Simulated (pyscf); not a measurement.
**Routes from H₂C=C=OH⁺**

Candidate steps break at most two bonds and form at most two. Each was searched with GFN2-xTB (tblite) first. Optimised with ωB97X-D3(BJ)/def2-SVP in PySCF. Correlated levels are frozen-core, on RHF or UHF. ΔMP2 is the change of the MP2 total energy from the triple- to the quadruple-zeta basis. Energies: CCSD(T)/def2-TZVPP + ΔMP2(QZVPP), kcal/mol, from the reactant's lowest minimum found, singlet surface.

```tsv
products	type	ΔE‡	ΔE	ΔG‡ 298 K	ΔG‡ 900 K	ν‡ (cm⁻¹)
H₃C–C⁺=O	hydrogen shift	60.7	-42.6	56.9	56.6	1944i
HC≡C–OH₂⁺	hydrogen shift	82.8	+39.8	78.8	77.1	1783i
```

Plain bond fissions and candidates not yet searched are not listed, and one of them may be faster. Each barrier is that of the saddle found; lower ones may exist. The CCSD(T) − MP2 part came from Ansatz, without density fitting, on the same reference.
